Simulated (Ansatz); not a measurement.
C$_{2}$H$_{7}$BFNSi (`NB(F)/C=C/[SiH3]`), relaxed with RKS PBE-D4/def2-SVP in the Gaussian-basis code of Ansatz from a rough embedded geometry. The force threshold is 0.03 eV/Å; the program also tests the step.

Total charge 0; spin multiplicity 1.

Start:

```xyz
13

N     2.372   -1.126   -1.332
B     0.947   -1.170   -0.754
F     0.120   -2.267   -1.126
C     0.274    0.014   -0.026
C    -0.944    0.052    0.407
Si   -1.660    1.531    1.302
H     2.783   -2.041   -1.143
H     2.271   -0.965   -2.315
H     0.951    0.942    0.185
H    -1.611   -0.759    0.190
H    -1.535    2.741    0.433
H    -3.083    1.280    1.591
H    -0.886    1.769    2.589
```

Q: By how much does the energy fall, and how many steps does the optimiser take? (Best estimate.)

A: Ansatz gave: 32.58 kcal/mol, in 14 steps, 1 of them rejected.

Q: Which bonds change most? (Best estimate.)

A: Computed: N1–B2 from 1.538 to 1.408 Å; B2–F3 from 1.423 to 1.356 Å; C4–C5 from 1.292 to 1.358 Å; C4–H9 from 1.168 to 1.108 Å.

Q: Give the relaxed structure. (Best estimate.)

A: The calculation gave: 
```xyz
13

N     2.081   -1.274   -1.558
B     0.921   -1.288   -0.760
F     0.368   -2.487   -0.454
C     0.260    0.024   -0.215
C    -0.831    0.018    0.593
Si   -1.654    1.556    1.291
H     2.515   -2.128   -1.911
H     2.558   -0.417   -1.833
H     0.699    1.005   -0.487
H    -1.255   -0.970    0.864
H    -0.938    2.782    0.786
H    -3.106    1.628    0.885
H    -1.618    1.551    2.800
```
